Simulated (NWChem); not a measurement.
Species: NbF$_{5}$; SMILES [F][Nb]([F])([F])([F])[F]

All runs: NWChem. Coordinates come from a PBE0/def2-SVP optimisation. No frequency run checked for a minimum. def2 effective core potentials on Nb; no spin-orbit coupling. Total energies compare along this basis series because the functional is fixed.

```json
[
 {"level": "B3LYP/def2-SVP", "basis functions": "101", "energy (Ha)": "-556.1368", "highest occupied level (eV)": "?", "orbital gap (eV)": "8.24"},
 {"level": "B3LYP/def2-SVPD", "basis functions": "149", "energy (Ha)": "-556.1710", "highest occupied level (eV)": "-12.11", "orbital gap (eV)": "8.26"},
 {"level": "B3LYP/def2-TZVP", "basis functions": "195", "energy (Ha)": "-556.7654", "highest occupied level (eV)": "-12.00", "orbital gap (eV)": "8.32"},
 {"level": "B3LYP/def2-TZVPD", "basis functions": "240", "energy (Ha)": "-556.7716", "highest occupied level (eV)": "-11.98", "orbital gap (eV)": "8.32"},
 {"level": "B3LYP/def2-TZVPP", "basis functions": "211", "energy (Ha)": "-556.7769", "highest occupied level (eV)": "-11.97", "orbital gap (eV)": "8.39"}
]
```

Q: Some entries are withheld; supply them.

A: 
- B3LYP/def2-SVP, highest occupied level (eV): -11.87
